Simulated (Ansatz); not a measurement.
**Two structures, one formula**

Two relaxed structures of GaBNH₅, singlet (PBE0-D4/def2-TZVP; forces vanish, vibrations not checked).

A:

```xyz
8
angstrom
B -0.6875 0.7216 -1.0894
Ga -0.8018 -0.1513 0.6699
N 1.1062 -1.1617 0.7780
H -1.0981 0.6445 -2.2093
H 1.0721 -1.9596 1.4018
H -0.9059 0.2155 2.1930
H 1.8020 -0.5143 1.1297
H 1.4085 -1.4827 -0.1345
```

B:

```
atom    x (Å)    y (Å)    z (Å)
  B1  -0.7719   0.8773  -1.3227
 Ga2  -0.2868   0.1931   0.5772
  N3   1.0224  -1.0489   0.8161
  H4  -1.6169   0.3559  -1.9930
  H5  -0.2485   1.8414  -1.8045
  H6  -0.9538   0.6461   1.9272
  H7   1.2876  -1.4023   1.7197
  H8   1.5679  -1.4626   0.0800
```

Program: Ansatz 0.2.0. Basis: def2-TZVPP. Cores are frozen in the correlated methods. Filled d shells of the heavier atoms are correlated. The def2 sets are not built for correlating such inner shells, so the correlated values are less sure here. B3LYP uses VWN-RPA correlation.

(1) Which structure is lower at CCSD(T), and by how much? (To be estimated.)

T1 diagnostic: at most 0.018. The restricted Hartree–Fock reference is unstable towards an unrestricted one at one or more of these structures.

## Answers

(1) Computed: B, by 196.5 kJ/mol (electronic energy, against the other). By their contacts, A is GaBNH₅ ([BH][GaH][NH3]) and B is GaBNH₅ ([BH2][GaH][NH2]).

All methods give the same order:

| method | E(B) − E(A) (kJ/mol) |
| --- | --- |
| PBE-D4 | -190.2 |
| r2SCAN-D4 | -202.0 |
| PBE0-D4 | -204.5 |
| B3LYP-D4 | -204.3 |
| wB97M-V | -213.8 |
| HF | -238.1 |
| MP2 | -217.9 |
| CCSD | -205.6 |
| CCSD(T) | -196.5 |

Labels in which every atom is bracketed show which atoms are joined, not bond orders.

For scale, one of the runs: CCSD(T)/def2-TZVPP, 180 basis functions, launched by `ansatz run in.yaml --threads 2 --pin off --events-out ev --progress --plain --max-ram 4352MiB`. Time: 60 s of wall clock on 2 CPU threads of an Arm Neoverse V1; the host was shared. Peak host memory: 1.7 GiB.
